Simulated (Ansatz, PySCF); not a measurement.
Breaking a bond: MgH, doublet.

Methods: UKS-BLYP = unrestricted BLYP/cc-pVQZ run with Ansatz (a quantum-chemistry and plane-wave program); UCCSD(T) = CCSD(T) on UHF/cc-pVQZ, frozen core (Ansatz); UKS-B3LYP/6-311+G** = unrestricted B3LYP/6-311+G**, spherical d (PySCF).

Total energies in hartree (comparable only within one method and basis):

```json
[
 {"R / Å": "1.30", "UKS-BLYP": "-200.58458", "UCCSD(T)": "-200.14720", "UKS-B3LYP/6-311+G**": "-200.59656"},
 {"R / Å": "1.38", "UKS-BLYP": "-200.60475", "UCCSD(T)": "-200.16854", "UKS-B3LYP/6-311+G**": "-200.61715"},
 {"R / Å": "1.50", "UKS-BLYP": "-200.62335", "UCCSD(T)": "-200.18813", "UKS-B3LYP/6-311+G**": "-200.63608"},
 {"R / Å": "1.57", "UKS-BLYP": "-200.62958", "UCCSD(T)": "-200.19453", "UKS-B3LYP/6-311+G**": "-200.64230"},
 {"R / Å": "1.66", "UKS-BLYP": "-200.63394", "UCCSD(T)": "-200.19885", "UKS-B3LYP/6-311+G**": "-200.64657"},
 {"R / Å": "1.68", "UKS-BLYP": "-200.63446", "UCCSD(T)": "-200.19933", "UKS-B3LYP/6-311+G**": "-200.64707"},
 {"R / Å": "1.74", "UKS-BLYP": "-200.63522", "UCCSD(T)": "-200.19992", "UKS-B3LYP/6-311+G**": "-200.64774"},
 {"R / Å": "1.78", "UKS-BLYP": "-200.63516", "UCCSD(T)": "-200.19972", "UKS-B3LYP/6-311+G**": "-200.64761"},
 {"R / Å": "1.85", "UKS-BLYP": "-200.63421", "UCCSD(T)": "-200.19843", "UKS-B3LYP/6-311+G**": "-200.64651"},
 {"R / Å": "1.89", "UKS-BLYP": "-200.63327", "UCCSD(T)": "-200.19727", "UKS-B3LYP/6-311+G**": "-200.64547"},
 {"R / Å": "2.00", "UKS-BLYP": "-200.62966", "UCCSD(T)": "-200.19290", "UKS-B3LYP/6-311+G**": "-200.64154"},
 {"R / Å": "2.17", "UKS-BLYP": "-200.62246", "UCCSD(T)": "-200.18424", "UKS-B3LYP/6-311+G**": "-200.63374"},
 {"R / Å": "2.37", "UKS-BLYP": "-200.61353", "UCCSD(T)": "-200.17345", "UKS-B3LYP/6-311+G**": "-200.62415"},
 {"R / Å": "2.63", "UKS-BLYP": "-200.60349", "UCCSD(T)": "-200.16165", "UKS-B3LYP/6-311+G**": "-200.61361"},
 {"R / Å": "2.88", "UKS-BLYP": "-200.59633", "UCCSD(T)": "-200.15444", "UKS-B3LYP/6-311+G**": "-200.60641"},
 {"R / Å": "3.10", "UKS-BLYP": "-200.59188", "UCCSD(T)": "-200.15113", "UKS-B3LYP/6-311+G**": "-200.60217"},
 {"R / Å": "3.50", "UKS-BLYP": "-200.58698", "UCCSD(T)": "-200.14892", "UKS-B3LYP/6-311+G**": "-200.59793"},
 {"R / Å": "3.81", "UKS-BLYP": "-200.58501", "UCCSD(T)": "-200.14845", "UKS-B3LYP/6-311+G**": "-200.59649"},
 {"R / Å": "4.20", "UKS-BLYP": "-200.58386", "UCCSD(T)": "-200.14827", "UKS-B3LYP/6-311+G**": "-200.59578"},
 {"R / Å": "4.68", "UKS-BLYP": "-200.58349", "UCCSD(T)": "-200.14819", "UKS-B3LYP/6-311+G**": "-200.59552"},
 {"R / Å": "5.20", "UKS-BLYP": "-200.58343", "UCCSD(T)": "-200.14815", "UKS-B3LYP/6-311+G**": "-200.59545"},
 {"R / Å": "6.03", "UKS-BLYP": "-200.58345", "UCCSD(T)": "-200.14812", "UKS-B3LYP/6-311+G**": "-200.59544"},
 {"R / Å": "6.87", "UKS-BLYP": "-200.58346", "UCCSD(T)": "-200.14811", "UKS-B3LYP/6-311+G**": "-200.59544"}
]
```

The unrestricted determinant behind UCCSD(T) is spin-contaminated at 2.37 to 3.10 Å (<S²> up to 0.9, against 0.75 for a pure doublet).
